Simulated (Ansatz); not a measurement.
Cost and result for the atomization energy of `C[N](C)[Ga]([Cl])[Cl]` (12 atoms, 11 bonds).

```tsv
atom	x (Å)	y (Å)	z (Å)
C1	0.479	1.360	-0.021
N2	0.000	0.000	0.000
C3	-1.261	-0.195	-0.671
Ga4	0.899	-1.338	0.795
Cl5	0.124	-3.319	0.782
Cl6	2.756	-0.967	1.764
H7	-0.234	2.039	0.466
H8	0.622	1.714	-1.051
H9	1.434	1.444	0.500
H10	-1.570	-1.241	-0.622
H11	-1.196	0.089	-1.730
H12	-2.052	0.414	-0.213
```

The species carries charge 0 and has multiplicity 1. Correlated methods include outer-core shells of Ga, which these sets cover unevenly. Scalar relativity is left out up to krypton. The structure was optimised at the PBE0-D4/def2-TZVP level. It is one conformer, not always the lowest. Program: Ansatz. All runs use 2 threads of an AMD EPYC 7R13 on a shared host and a share of an NVIDIA H100 80 GB. Times are those of one run each, without the atoms' runs, and a repeat can differ threefold. Electronic energies, without spin–orbit coupling; frozen cores. CCSD(T)/CBS adds CCSD(T) − MP2 in def2-TZVPP to the MP2 limit, and its time is that of the two runs behind it. T1 = 0.012. With those shells the extrapolation isn't a true limit. HSE06 is the plane-wave form, built on full-range PBE exchange.

CCSD(T)/CBS is a level of theory with its own doubt, some kJ/mol a heavy atom from the limit and from the frozen cores, so smaller differences don't rank the functionals.

```json
{"level": "r2SCANh-D4/def2-TZVPP", "functions": "309", "wall time": "2.3 s"}
{"level": "BHLYP-D4/def2-TZVPP", "functions": "309", "wall time": "3.2 s"}
{"level": "CAM-B3LYP-D4/def2-TZVPP", "functions": "309", "wall time": "3.2 s"}
{"level": "B2PLYP/def2-TZVPP", "functions": "309", "wall time": "3.6 s"}
{"level": "HSE06-D4/def2-TZVPP", "functions": "309", "wall time": "3.9 s"}
{"level": "r2SCAN-D4/def2-TZVPP (with forces)", "functions": "309", "wall time": "4 s"}
{"level": "ωB97X-V/def2-TZVPP", "functions": "309", "wall time": "4.1 s"}
{"level": "PBE-QIDH/def2-TZVPP", "functions": "309", "wall time": "4.6 s"}
{"level": "CCSD(T)/def2-SVP", "functions": "140", "wall time": "5.5 s"}
{"level": "revPBE-D4/def2-TZVPP", "functions": "309", "wall time": "6.5 s"}
{"level": "CCSD(T)/def2-TZVPP", "functions": "309", "wall time": "7 s"}
{"level": "MP2/def2-QZVPP", "functions": "580", "wall time": "8.5 s"}
{"level": "CCSD(T)/CBS(def2)", "functions": "–", "wall time": "16 s"}
```

(1) What atomization energy does each give, and how far from CCSD(T)/CBS? (Estimate.)

## Answers

(1) The calculation gave: 
```json
{"level": "r2SCANh-D4/def2-TZVPP", "atomization (kcal/mol)": "1010.1", "difference from CCSD(T)/CBS": "-4.2", "per bond": "-0.4"}
{"level": "BHLYP-D4/def2-TZVPP", "atomization (kcal/mol)": "983.2", "difference from CCSD(T)/CBS": "-31.1", "per bond": "-2.8"}
{"level": "CAM-B3LYP-D4/def2-TZVPP", "atomization (kcal/mol)": "1013.1", "difference from CCSD(T)/CBS": "-1.2", "per bond": "-0.1"}
{"level": "B2PLYP/def2-TZVPP", "atomization (kcal/mol)": "999.2", "difference from CCSD(T)/CBS": "-15.1", "per bond": "-1.4"}
{"level": "HSE06-D4/def2-TZVPP", "atomization (kcal/mol)": "1018.0", "difference from CCSD(T)/CBS": "3.7", "per bond": "0.3"}
{"level": "r2SCAN-D4/def2-TZVPP (with forces)", "atomization (kcal/mol)": "1015.7", "difference from CCSD(T)/CBS": "1.4", "per bond": "0.1"}
{"level": "ωB97X-V/def2-TZVPP", "atomization (kcal/mol)": "1017.3", "difference from CCSD(T)/CBS": "3.0", "per bond": "0.3"}
{"level": "PBE-QIDH/def2-TZVPP", "atomization (kcal/mol)": "1012.7", "difference from CCSD(T)/CBS": "-1.6", "per bond": "-0.1"}
{"level": "CCSD(T)/def2-SVP", "atomization (kcal/mol)": "962.5", "difference from CCSD(T)/CBS": "-51.8", "per bond": "-4.7"}
{"level": "revPBE-D4/def2-TZVPP", "atomization (kcal/mol)": "1005.9", "difference from CCSD(T)/CBS": "-8.4", "per bond": "-0.8"}
{"level": "CCSD(T)/def2-TZVPP", "atomization (kcal/mol)": "989.6", "difference from CCSD(T)/CBS": "-24.7", "per bond": "-2.2"}
{"level": "MP2/def2-QZVPP", "atomization (kcal/mol)": "1023.8", "difference from CCSD(T)/CBS": "9.5", "per bond": "0.9"}
{"level": "CCSD(T)/CBS(def2)", "atomization (kcal/mol)": "1014.3", "difference from CCSD(T)/CBS": "0.0", "per bond": "0.0"}
```

From r2SCAN to r2SCAN0 (25 % exact exchange), in def2-TZVPP and without D4, the atomization energy moves by −13.8 kcal/mol: exact exchange takes away binding that semilocal exchange gives to molecules. The D4 term adds +12.6 kcal/mol with B3LYP and +6.7 kcal/mol with PBE0; it sums over pairs of atoms, weighted by their polarisabilities, and B3LYP, whose exchange is more repulsive, gets the larger term. Leaving LDA and LC-ωPBE aside and taking each functional with its dispersion term where it has one, the values, not all of them listed here, spread over 48.5 kcal/mol, from BHLYP-D4 to PBE-D4. LDA lies +136.5 kcal/mol from PBE without D4, its usual overbinding.

B3LYP here is the variant with VWN-RPA as its local correlation; programs differ in this.
